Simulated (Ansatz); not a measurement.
The first iterations of a band of AlBrFH$_{3}$ (6 atoms, charge 0, multiplicity 1).

Theory: RKS PBE0/def2-SVP in Ansatz 0.2.0.

- movable images: 5
- climbing image: from the first iteration
- spring: 5.0 eV/Å²
- optimiser: fire
- start path: through a guess of the saddle point
- force threshold: 0.05 eV/Å
- iteration limit: 60
- end points: relaxed

Initial state:

```xyz
6
Properties=species:S:1:pos:R:3
Al 0.005 0.024 0.019
F 0.004 0.318 1.693
H 1.409 0.143 -0.701
H -1.411 0.064 -0.686
Br 0.090 -2.624 0.953
H 0.069 -1.682 2.041
```

Final state:

```xyz
6
Properties=species:S:1:pos:R:3
Al 0.017 -0.396 -0.110
F 0.017 -0.022 1.876
H 1.409 0.169 -0.591
H -1.411 0.087 -0.576
Br 0.087 -2.632 0.634
H 0.047 -0.964 2.086
```

| iteration | highest image above the first end (eV) | largest band force component (eV/Å) |
| --- | --- | --- |
| 1 | 0.644 | 1.948 |
| 2 | 0.492 | 1.647 |
| 3 | 0.293 | 1.186 |
| 4 | 0.247 | 1.015 |
| 5 | 0.177 | 0.675 |
| 6 | 0.157 | 0.590 |
| 7 | 0.123 | 0.526 |
| 8 | 0.112 | 0.494 |
| 9 | 0.094 | 0.427 |

Q: Does the band converge within its limit, and where does its top end?

A: The forces met the threshold. It ended after 29 iterations with the highest image 0.053 eV above the first end. Another band between the same ends (5 images) ends at a top of the same energy, where a vibrational analysis finds 1 clearly imaginary mode. The orbitals stay closed-shell, which can raise the energy where a bond breaks towards radicals; this wasn't checked here.

The run took 5.6 min on 1 thread of Arm Neoverse V2 (shared host), peak memory 0.17 GiB.
